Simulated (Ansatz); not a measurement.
n-SiSiSiSiSiH12 (Si5H12), relaxed as a singlet with RKS r2SCAN-D4/def2-SVP in Ansatz, starting from the GFN2-xTB geometry. Force threshold 0.02 eV/Å.

Another isomer (singlet) lies 0.16 eV lower at PBE0-D4/def2-TZVP; other spin states weren't run for this one.

Start:

Cartesian coordinates in Å:
```
Si -1.2746 1.2791 -2.4131
Si -1.7577 0.9729 -0.1718
Si -1.1179 -1.0830 0.7044
Si 1.1569 -1.5202 0.5100
Si 2.5529 -0.0661 1.6417
H -2.4445 1.1162 -3.2792
H -0.7156 2.5960 -2.7245
H -0.2857 0.2943 -2.8660
H -3.1844 1.2392 0.0717
H -1.0927 2.0247 0.6179
H -1.9133 -2.1418 0.0607
H -1.5090 -1.1971 2.1185
H 1.4914 -1.4971 -0.9254
H 1.4665 -2.9069 0.8915
H 1.8618 1.1963 1.9269
H 2.9989 -0.5940 2.9331
H 3.7670 0.2876 0.9036
```

```
         step  energy (eV)  largest force component (eV/Å)  SCF passes
            1  -39567.0607                           0.533          14
            2  -39567.2420                           0.197          17
            3  -39567.2693                           0.040          18
            4  -39567.2919                           0.020          16
            5  -39567.3037                           0.186          16
            6  -39567.3092                           0.142          18
            7  -39567.3220                           0.096          16
            8  -39567.3252                           0.183          16
            9  -39567.3312                           0.149          18
           10  -39567.3413                           0.007          17
           11  -39567.3437                           0.031          17
           12  -39567.3446                           0.069          17
           13  -39567.3458                           0.034          19
           14  -39567.3472                           0.003          18
           15  -39567.3495                           0.030          17
           16  -39567.3509                           0.131          17
           17  -39567.3519                           0.143          17
           18  -39567.3544                           0.072          18
           19  -39567.3562                           0.024          18
           20  -39567.3586                           0.051          17
21 (rejected)  -39567.3576                           0.081          17
           22  -39567.3600                           0.057          18
           23  -39567.3604                           0.049          18
           24  -39567.3607                           0.040          12
           25  -39567.3610                           0.014          18
```

Force components are those of the run's own axes.

End:

Cartesian coordinates in Å:
```
Si -0.9356 1.3086 -2.0919
Si -1.6868 1.0050 0.1110
Si -1.2358 -1.2064 0.7631
Si 1.0235 -1.6474 0.2944
Si 2.3388 0.0572 1.2290
H -1.5419 0.2665 -2.9764
H -1.3030 2.6606 -2.6154
H 0.5513 1.1617 -2.1395
H -3.1502 1.3064 0.2034
H -0.9549 1.9443 1.0193
H -2.1267 -2.1436 0.0072
H -1.4874 -1.3870 2.2285
H 1.2199 -1.6676 -1.1903
H 1.4384 -2.9779 0.8414
H 2.0182 1.3583 0.5660
H 2.0335 0.1822 2.6875
H 3.7988 -0.2210 1.0627
```

By distances, no bond broke or formed. The bond that changes most is Si4–Si5, from 2.31 to 2.35 Å (atoms count from 1).

The force fell under the threshold at step 4, but the optimiser went on and released 0.069 eV more. No frequencies were taken in this run, so the end may be a saddle point.

Hardware: 4 threads of Arm Neoverse V2 on a shared host. Wall time 71 s.
